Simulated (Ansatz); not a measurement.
One geometry of CH7O2Si2 (`CO[Si](O)[SiH3]`) radical, several functionals.

```yaml
crystal:
  periodic: [false, false, false]
  atoms:
    - {symbol: C, position_ang: [0.241387, 1.802750, 1.422867]}
    - {symbol: O, position_ang: [-0.035443, 0.485924, 0.996134]}
    - {symbol: Si, position_ang: [-0.583410, 0.043096, -0.482404]}
    - {symbol: O, position_ang: [0.308424, 0.904783, -1.583938]}
    - {symbol: Si, position_ang: [-0.236441, -2.288733, -0.603114]}
    - {symbol: H, position_ang: [0.847303, 2.339775, 0.688477]}
    - {symbol: H, position_ang: [-0.685359, 2.360075, 1.594001]}
    - {symbol: H, position_ang: [0.791149, 1.743973, 2.363365]}
    - {symbol: H, position_ang: [-0.065347, 1.002135, -2.461255]}
    - {symbol: H, position_ang: [-0.645774, -2.738924, -1.962214]}
    - {symbol: H, position_ang: [-1.112817, -2.954435, 0.396626]}
    - {symbol: H, position_ang: [1.176338, -2.700428, -0.368534]}
basis:
  gaussian: {orbitals: def2-TZVPP}
magnetization: {spin_polarized: true, initial_magnetization: 1}
hamiltonian: {xc: {name: B3LYP}, dispersion: d4}
output: {forces: true, orbitals: {seedname: orbitals}}
```

```sh
$ ansatz run in.yaml --threads 2 --pin off --events-out ev --progress --plain --max-ram 22528MiB --backend cuda --devices 0, --max-vram 18GiB
```

It prints (some lines left out):

```
Functional definition: B3LYP
1477 factors; their error is unknown
mean field evaluation 1: about -20994.5471 eV, gradient 5.5e1 eV
mean field evaluation 2: about -20965.3678 eV, gradient 1.0e2 eV
mean field evaluation 4: about -21005.1743 eV, gradient 5.5e0 eV
mean field evaluation 8: about -21005.2836 eV, gradient 1.6e-1 eV
mean field evaluation 16: about -21005.3031 eV, gradient 2.0e-4 eV
mean field -21005.30312122 eV, -771.9306517989 hartree, gradient 7.6e-5 eV, S^2 0.753343; 0 other end points of the search recorded, 0 dependent functions left out
reference -21005.30344227 eV, -771.9306635973 hartree; 29, 28 occupied and 246, 247 virtual orbitals, 1477 factors
Total energy: -21005.73160936 eV, -771.9463984479 hartree
Atom 0 at     0.241387     1.802750     1.422867 Å, force     0.106505     0.326414     0.162452 eV/Å
Atom 1 at    -0.035443     0.485924     0.996134 Å, force    -0.008323    -0.206330     0.026350 eV/Å
Atom 2 at    -0.583410     0.043096    -0.482404 Å, force    -0.225535    -0.102952    -0.009301 eV/Å
Atom 3 at     0.308424     0.904783    -1.583938 Å, force     0.083282     0.072084    -0.123458 eV/Å
Atom 4 at    -0.236441    -2.288733    -0.603114 Å, force     0.026888    -0.163820    -0.012161 eV/Å
Atom 5 at     0.847303     2.339775     0.688477 Å, force    -0.032496    -0.021170     0.049179 eV/Å
Atom 6 at    -0.685359     2.360075     1.594001 Å, force     0.047103    -0.022137    -0.007635 eV/Å
Atom 7 at     0.791149     1.743973     2.363365 Å, force    -0.029074     0.018215    -0.048497 eV/Å
Atom 8 at    -0.065347     1.002135    -2.461255 Å, force     0.027447     0.028829    -0.044556 eV/Å
Atom 9 at    -0.645774    -2.738924    -1.962214 Å, force     0.026088     0.022465     0.081009 eV/Å
Atom 10 at    -1.112817    -2.954435     0.396626 Å, force     0.054669     0.035640    -0.060179 eV/Å
Atom 11 at     1.176338    -2.700428    -0.368534 Å, force    -0.076554     0.012762    -0.013203 eV/Å
Dipole moment:    -0.088503     0.268798    -0.166382 e Å
```

It took 3.3 s on 2 threads of an AMD EPYC 7R13 on a shared host and a share of an NVIDIA H100 80 GB, with 0.9 GiB of host memory at the peak.

Changing it to `hamiltonian: {xc: r2scan, dispersion: d4}` (abridged; 5.5 s):

```
Functional definition: r2SCAN
mean field evaluation 16: about -20999.8935 eV, gradient 6.0e-4 eV
mean field -20999.89352387 eV, -771.7318527630 hartree, gradient 8.2e-5 eV, S^2 0.755639
Total energy: -20999.95968618 eV, -771.7342841833 hartree
Atom 0 force     0.072741     0.314905     0.109597 eV/Å
Atom 1 force    -0.017884    -0.282631    -0.003279 eV/Å
Atom 2 force    -0.102824    -0.064670    -0.030334 eV/Å
Atom 3 force     0.057163     0.048637    -0.024235 eV/Å
Atom 4 force    -0.011331     0.001324    -0.001057 eV/Å
Atom 5 force    -0.004604    -0.003429     0.004906 eV/Å
Atom 6 force     0.005013    -0.006138    -0.003948 eV/Å
Atom 7 force    -0.009971     0.000785    -0.016473 eV/Å
Atom 8 force    -0.002647     0.005920    -0.039562 eV/Å
Atom 9 force     0.010865    -0.001675     0.027479 eV/Å
Atom 10 force     0.020477    -0.002878    -0.019164 eV/Å
Atom 11 force    -0.016998    -0.010149    -0.003929 eV/Å
Dipole moment:    -0.071047     0.278738    -0.166231 e Å
```

B3LYP takes the VWN-RPA correlation (the form of Gaussian; ORCA's B3LYP/G).
